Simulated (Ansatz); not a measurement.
Geometry optimisation, RKS BLYP-D4/def2-SVP (Ansatz 0.2.0).

Input file:

```yaml
crystal:
  periodic: [false, false, false]
  atoms:
    - { symbol: Si, position_ang: [0.0, 0.0, 0.0] }
    - { symbol: H, position_ang: [0.0, 0.0, 1.81] }
    - { symbol: H, position_ang: [1.3768, 0.0, -0.4862] }
    - { symbol: H, position_ang: [-0.6877, 1.1914, -0.4862] }
    - { symbol: O, position_ang: [-0.7913, -1.3709, -0.5594] }
    - { symbol: Si, position_ang: [-1.673, -2.4329, 0.3983] }
    - { symbol: H, position_ang: [-1.2634, -2.287, 1.792] }
    - { symbol: H, position_ang: [-3.0964, -2.1323, 0.2761] }
    - { symbol: H, position_ang: [-1.4264, -3.8036, -0.0398] }
    - { symbol: O, position_ang: [-1.879, 0.0, 0.6243] }
    - { symbol: H, position_ang: [-2.4241, -0.6297, 0.053] }
    - { symbol: H, position_ang: [-0.9605, 0.0, 1.7351] }
basis:
  gaussian: { orbitals: def2-SVP }
hamiltonian:
  xc: blyp
  dispersion: d4
relax:
  f_tol: 0.15
  max_steps: 25
  restrain:
    - { distance: [0, 9], at: 1.68, k: 30.0 }
    - { distance: [11, 1], at: 0.66, k: 30.0 }
    - { distance: [0, 1], at: 2.66, k: 30.0 }
    - { distance: [11, 9], at: 2.21, k: 30.0 }
```

Command:

```bash
$ ansatz run input.yaml --threads 2 --pin off --max-ram 3072MiB --backend cpu --events-out ev --progress --plain --runs-dir out
```

Where does it end, and by what steps?

The forces met the threshold. The restraints hold the end off the free minimum. After 16 steps the energy has fallen by 4.813 eV (the restraints' own energy left out); H11 moved furthest, 1.57 Å.

```json
{"step": "0", "energy less start (eV)": "0.0000", "largest force component (eV/Å)": "3.293", "accepted": "yes"}
{"step": "1", "energy less start (eV)": "-0.4945", "largest force component (eV/Å)": "2.894", "accepted": "yes"}
{"step": "2", "energy less start (eV)": "-1.0968", "largest force component (eV/Å)": "3.128", "accepted": "yes"}
{"step": "3", "energy less start (eV)": "-2.3189", "largest force component (eV/Å)": "2.523", "accepted": "yes"}
{"step": "4", "energy less start (eV)": "-2.9938", "largest force component (eV/Å)": "1.984", "accepted": "yes"}
{"step": "5", "energy less start (eV)": "-3.4561", "largest force component (eV/Å)": "1.713", "accepted": "yes"}
{"step": "6", "energy less start (eV)": "-3.8668", "largest force component (eV/Å)": "1.593", "accepted": "yes"}
{"step": "7", "energy less start (eV)": "-4.1931", "largest force component (eV/Å)": "1.616", "accepted": "yes"}
{"step": "8", "energy less start (eV)": "-4.4518", "largest force component (eV/Å)": "1.590", "accepted": "yes"}
{"step": "9", "energy less start (eV)": "-4.6136", "largest force component (eV/Å)": "1.601", "accepted": "yes"}
{"step": "10", "energy less start (eV)": "-4.6984", "largest force component (eV/Å)": "1.691", "accepted": "yes"}
{"step": "11", "energy less start (eV)": "-4.7742", "largest force component (eV/Å)": "1.589", "accepted": "yes"}
{"step": "12", "energy less start (eV)": "-4.8050", "largest force component (eV/Å)": "1.587", "accepted": "yes"}
{"step": "13", "energy less start (eV)": "-4.8330", "largest force component (eV/Å)": "0.743", "accepted": "no"}
{"step": "14", "energy less start (eV)": "-4.8146", "largest force component (eV/Å)": "1.426", "accepted": "yes"}
{"step": "15", "energy less start (eV)": "-4.8147", "largest force component (eV/Å)": "1.456", "accepted": "yes"}
{"step": "16", "energy less start (eV)": "-4.8133", "largest force component (eV/Å)": "1.483", "accepted": "yes"}
```

```xyz
12
Properties=species:S:1:pos:R:3
Si -0.542 0.108 -0.316
H 0.107 -0.444 2.215
H 0.804 0.593 0.090
H -0.847 0.521 -1.727
O -0.562 -1.565 -0.255
Si -1.545 -2.800 0.314
H -1.410 -2.944 1.799
H -2.986 -2.526 -0.012
H -1.123 -4.070 -0.356
O -1.700 0.768 0.713
H -2.560 0.922 0.283
H -0.459 -0.028 2.369
```

Time of the run: 80 s on 2 threads of Intel(R) Xeon(R) Processor @ 2.50GHz (Skylake/Cascade Lake), on a shared host, peak memory 0.15 GiB.
